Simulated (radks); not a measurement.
Q: The mean radii <r> (bohr) of the occupied orbitals of an atom or ion are listed with their occupations. Method: Dirac Kohn-Sham, BLYP, spin-unpolarised, spherical densities, finite nucleus; Fermi nuclear charge, rms radius of each element as measured or else 0.836 A^(1/3) + 0.57 fm; computed with a radial shooting solver on a logarithmic mesh with Libxc functionals.

| orbital | occ. | <r> |
|---|---|---|
| 1s1/2 | 2 | 0.02666 |
| 2s1/2 | 2 | 0.1142 |
| 2p1/2 | 2 | 0.09619 |
| 2p3/2 | 4 | 0.1020 |
| 3s1/2 | 2 | 0.3061 |
| 3p1/2 | 2 | 0.2962 |
| 3p3/2 | 4 | 0.3079 |
| 3d3/2 | 4 | 0.2787 |
| 3d5/2 | 6 | 0.2824 |
| 4s1/2 | 2 | 0.7165 |
| 4p1/2 | 2 | 0.7455 |
| 4p3/2 | 4 | 0.7735 |
| 4d3/2 | 4 | 0.8690 |
| 4d5/2 | 6 | 0.8798 |
| 5s1/2 | 2 | 1.788 |
| 5p1/2 | 2 | 2.047 |
| 5p3/2 | 2 | 2.130 |
| 7p1/2 | 1 | 10.20 |

Name the element and its charge. Open shells, if any, fill j = l - 1/2 first.

A: Z = 54, xenon, charge +1: Xe+ in [Kr] 4d10 5s2 5p4 7p1. The 1s radius gives Z: for a bare nucleus <r> = (2 gamma + 1)/(2Z) with gamma = sqrt(1 - (Z/c)^2), 0.02628 bohr for Z = 54, and screening makes it slightly larger (0.02666 here). The occupations add up to 53, and the charge is Z minus that.
